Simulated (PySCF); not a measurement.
Species: C3H2FN3.
Z-matrix (Å and degrees, PBE0-D3(BJ)/def2-SVP geometry), rows numbered from 1:
```
F 
C   1  1.3125
C   2  1.3871  1  120.50
C   3  1.3838  2  113.10  1  -179.65
N   4  1.3369  3  122.39  2    -0.25
N   5  1.3039  4  120.05  3    -0.06
N   6  1.3126  5  121.22  4     0.27
H   3  1.0910  2  122.81  1     0.26
H   4  1.0940  3  121.87  2   179.75
```

All values: PBE0/pcSseg-1 and CAM-B3LYP/def2-SVPD (PySCF, non-relativistic), on one gas-phase PBE0-D3(BJ)/def2-SVP geometry that isn't relaxed in the solvent. The solvent is an IEF-PCM continuum (cavity from Bondi-type radii × 1.2). Only the electrostatic response of the medium enters.

Gas phase at PBE0/pcSseg-1: HOMO -7.83 eV, LUMO -2.42 eV, dipole 4.69 D.

Task: What does the continuum do to the energy, the frontier levels and the dipole at PBE0/pcSseg-1 in benzene and acetone?

Result: 
```tsv
solvent	ε	E(solvent) − E(gas) (kcal/mol)	polarisation term (kcal/mol)	distortion of the solute (kcal/mol)	HOMO (eV)	LUMO (eV)	dipole (D)
benzene	2.271	-3.91	-4.34	0.43	-7.88	-2.33	5.36
acetone	20.49	-8.67	-10.82	2.15	-7.99	-2.27	6.19
```

Polarisation term: ½ Σ q·V over the induced surface charges. Distortion: the rise of the solute's own energy as its density leaves the gas-phase optimum. From benzene to acetone the lowering changes by a factor 2.22, Onsager's factor (ε − 1)/(2ε + 1) by 2.02 and ε itself by 9.0.

Task: Which radius a makes the point-dipole formula ΔE = −[(ε − 1)/(2ε + 1)]·μ²/a³ give the value in acetone, with the gas-phase dipole?

Result: μ = 1.845 au and |ΔE| = 0.01382 Eh give a = 2.57 Å; the farthest nucleus lies 2.41 Å from the centroid of the nuclei. The formula assumes a rigid point dipole at the centre of a sphere.

Task: Which ESP-fitted charges (PBE0/pcSseg-1) respond most in acetone (means over atoms taken as equivalent)?

Result: 
```
atoms                          environment  gas (e)  solvent (e)  change
   C4  aromatic CH next to a ring nitrogen   +0.888       +0.979  +0.091
   C2                  aromatic C–F carbon   +1.294       +1.378  +0.084
   N7               pyridine-type nitrogen   -0.630       -0.701  -0.071
   N5               pyridine-type nitrogen   -0.587       -0.656  -0.069
   N6               pyridine-type nitrogen   +0.142       +0.105  -0.037
   H8                    aromatic hydrogen   +0.298       +0.328  +0.030
```

Task: Which Mayer bond orders change most in acetone?

Result: 
```json
{"bond": "C4–N5", "length (Å)": "1.337", "gas": "1.395", "solvent": "1.381", "change": "-0.014"}
{"bond": "C4–H9", "length (Å)": "1.094", "gas": "0.966", "solvent": "0.955", "change": "-0.011"}
{"bond": "C3–C4", "length (Å)": "1.384", "gas": "1.378", "solvent": "1.388", "change": "+0.010"}
{"bond": "N5–N6", "length (Å)": "1.304", "gas": "1.382", "solvent": "1.387", "change": "+0.005"}
{"bond": "C3–H8", "length (Å)": "1.091", "gas": "0.947", "solvent": "0.942", "change": "-0.005"}
{"bond": "N6–N7", "length (Å)": "1.313", "gas": "1.316", "solvent": "1.321", "change": "+0.005"}
{"bond": "F1–C2", "length (Å)": "1.312", "gas": "1.008", "solvent": "1.004", "change": "-0.004"}
{"bond": "C2–C3", "length (Å)": "1.387", "gas": "1.347", "solvent": "1.350", "change": "+0.003"}
```

Gas phase at CAM-B3LYP/def2-SVPD: HOMO -9.21 eV, LUMO -1.30 eV, dipole 4.67 D.

Task: What does the continuum do to the energy, the frontier levels and the dipole at CAM-B3LYP/def2-SVPD in acetone?

Result: 
```
solvent      ε  E(solvent) − E(gas) (kcal/mol)  polarisation term (kcal/mol)  distortion of the solute (kcal/mol)  HOMO (eV)  LUMO (eV)  dipole (D)
acetone  20.49                           -8.57                        -10.99                                 2.42      -9.39      -1.16        6.33
```

Task: How does the static polarisability (CAM-B3LYP/def2-SVPD, frozen core, with the continuum's full static response) change?

Result: 
```csv
medium,isotropic (au),principal values (au),⟨r²⟩ of the electrons (bohr²)
gas,52.4,"32.9, 60.4, 64.1",569.9
acetone,70.0,"42.3, 81.8, 85.9",570.2
```

The isotropic value in acetone is 1.34 times the gas-phase one; no cavity-field correction is applied. ⟨r²⟩ is taken about the centre of nuclear charge.
